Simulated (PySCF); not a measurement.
C₂HF₃O₂.

```xyz
8

O      1.0398    -1.5199     0.0000
C     -0.1592    -0.9361     0.0000
O     -1.2176    -1.4946     0.0000
C      0.0010     0.6013     0.0000
F      0.6765     0.9959    -1.0853
F     -1.1895     1.1868     0.0000
F      0.6765     0.9959     1.0853
H      0.9002    -2.4833     0.0000
```
Charge 0, spin multiplicity 1.

Geometry optimised at B3LYP-D3(BJ)/def2-SVP. Other conformers were not sampled.

All values below come from PySCF with B3LYP/pcSseg-1. Non-relativistic, no solvent.

Computed absolute GIAO shielding of each atom: isotropic value and principal components (ppm):
```tsv
atom	σ(iso)	σ11	σ22	σ33	span
O1	125.3	-34.5	165.5	244.9	279.4
C2	15.5	-91.3	67.5	70.4	161.7
O3	-113.2	-339.9	-279.9	280.3	620.1
C4	55.4	38.0	54.6	73.6	35.7
F5	252.5	169.8	243.8	343.8	174.0
F6	261.2	185.6	259.8	338.3	152.6
F7	252.5	169.8	243.8	343.8	174.0
H8	25.2	20.3	22.2	33.0	12.8
```
